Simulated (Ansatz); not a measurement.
Two members of one family ([Ln(H2O)6]3+), computed with Ansatz in the gas phase; def2 core potentials for Gd, Tb, no spin–orbit coupling. The two geometries come from different levels. HOMO and LUMO are taken over both spins. With an open 4f shell the SCF may have ended above the lowest state. The structures are stationary points that may keep the symmetry of their start.

First: [Gd(H2O)6]3+ (octet, charge 3, PBE-D4/def2-SVP geometry).

```xyz
19

Gd   -0.0001   -0.0015   -0.0008
O    -1.5948    1.5384    0.8034
H    -1.6375    2.5108    0.6417
H    -2.3734    1.3607    1.3823
O     1.5998   -1.5384   -0.7979
H     2.3811   -1.3591   -1.3728
H     1.6429   -2.5107   -0.6353
O     1.3226    0.3777    1.9133
H     1.1359    0.9810    2.6722
H     2.1905   -0.0301    2.1434
O    -1.3200   -0.3794   -1.9166
H    -2.1872    0.0291   -2.1495
H    -1.1329   -0.9848   -2.6742
O     1.1195    1.7442   -1.1231
H     0.9708    2.0690   -2.0428
H     1.8458    2.3180   -0.7827
O    -1.1272   -1.7423    1.1202
H    -1.8535   -2.3155    0.7785
H    -0.9821   -2.0672    2.0407
```

| level | HOMO (eV) | LUMO (eV) | gap (eV) |
| --- | --- | --- | --- |
| PBE-D4/def2-SVP | -20.60 | -17.13 | 3.47 |
| PBE-D4/def2-TZVP | -20.83 | -17.37 | 3.46 |
| r2SCAN-D4/def2-TZVP | -21.26 | -15.36 | 5.90 |
| PBE0-D4/def2-SVP | -22.56 | -13.31 | 9.25 |
| PBE0-D4/def2-TZVP | -22.71 | -13.49 | 9.22 |

Metal–donor distances: 6 × O 2.36 Å.

Second: [Tb(H2O)6]3+ (septet, charge 3, r2SCAN-D4/def2-SVP geometry).

```xyz
19

Tb    0.0000    0.0000    0.0000
O    -1.6732    0.0445   -1.6135
H    -2.1908   -0.7074   -1.9669
H    -2.0236    0.8212   -2.0985
O     1.6778   -0.0450    1.6111
H     2.0300   -0.8218    2.0923
H     2.1956    0.7079    1.9645
O     1.5930   -0.3139   -1.6643
H     1.4495   -0.3794   -2.6313
H     2.5626   -0.4100   -1.5618
O    -1.5923    0.3127    1.6664
H    -2.5620    0.4079    1.5639
H    -1.4487    0.3792    2.6334
O    -0.2511   -2.3039    0.1974
H    -0.8457   -2.7952    0.8002
H     0.2125   -3.0062   -0.3030
O     0.2462    2.3044   -0.1962
H    -0.2180    3.0058    0.3064
H     0.8382    2.7991   -0.8000
```

**Question.** What does the change do? Estimate second minus first.

**Answer.** 
```tsv
level	Δ HOMO (eV)	Δ LUMO (eV)	Δ gap (eV)
PBE-D4/def2-SVP	1.69	-0.81	-2.50
PBE-D4/def2-TZVP	1.71	-0.76	-2.47
r2SCAN-D4/def2-TZVP	2.62	-1.31	-3.93
PBE0-D4/def2-SVP	0.47	-0.91	-1.38
PBE0-D4/def2-TZVP	0.54	-0.82	-1.36
```

Metal–donor distances: 6 × O 2.33 Å.
